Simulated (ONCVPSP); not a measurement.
Cd, ONCV: configuration errors across variants

ONCVPSP 4.0.1 input, shortened (lines: element, Z, core and valence counts, functional; n l f; lmax; l rc ep ncon nbas qcut; lloc lpopt rc5 dvloc0; l nproj debl; icmod fcfact rcfact), PBE, scalar-relativistic:

```
  Cd 48.00    6    4        4      upf
    1    0    2.00
    2    0    2.00
    2    1    6.00
    3    0    2.00
    3    1    6.00
    3    2   10.00
    4    0    2.00
    4    1    6.00
    4    2   10.00
    5    0    2.00
    2
    0    1.45    0.00    3    6    9.70
    1    1.40    0.00    4    9   10.00
    2    1.50    0.00    4    9   12.70
    4    4    1.10    4.00
    0    2    2.50
    1    1    2.80
    2    3    2.20
    0    0.00    0.00
```

All-electron excitation energies from the reference (eV): (1) 4s2 4p6 4d10 5s1 9.273; (2) 4s2 4p6 4d10 5s0 26.399; (3) 4s2 4p6 4d9 5s0 64.408; (4) 4s2 4p5 4d10 5s2 74.200.

1 further variants failed, have other tests or too few solved ones, and are left out.

Errors AE − PS in meV (a dash: test not solved or not reliable):

```csv
change,(1),(2),(3),(4),bound ghosts,GHOST(+) flags above zero
base,-1.6,-5.0,-8.9,-65,none,none
"all radii scaled by about 0.81 (s 1.18, p 1.14, d 1.22 bohr); local potential polynomial inside 0.88 bohr (lpopt 4, dvloc0 4 Ha)",-1.4,-4.3,-8.3,-48,none,s
"all radii scaled by about 0.87 (s 1.26, p 1.22, d 1.30 bohr); local potential polynomial inside 0.96 bohr (lpopt 4, dvloc0 4 Ha)",-1.4,-4.5,-8.8,-52,none,none
"all radii scaled by about 0.95 (s 1.38, p 1.32, d 1.42 bohr); local potential polynomial inside 1.04 bohr (lpopt 4, dvloc0 4 Ha)",-1.5,-4.7,-9.1,-61,none,none
"all radii scaled by about 1.05 (s 1.52, p 1.48, d 1.58 bohr); local potential polynomial inside 1.16 bohr (lpopt 4, dvloc0 4 Ha)",-1.7,-5.3,-9.0,-74,none,none
"all radii scaled by about 1.16 (s 1.68, p 1.62, d 1.74 bohr); local potential polynomial inside 1.28 bohr (lpopt 4, dvloc0 4 Ha)",-1.8,-6.3,-10,-111,none,none
```

Give the same row for: all radii scaled by about 1.33 (s 1.92, p 1.86, d 2.00 bohr); local potential polynomial inside 1.46 bohr (lpopt 4, dvloc0 4 Ha).

-2.1, -8.0, -11, -134; bound ghosts: none; GHOST(+) flags above zero: none.
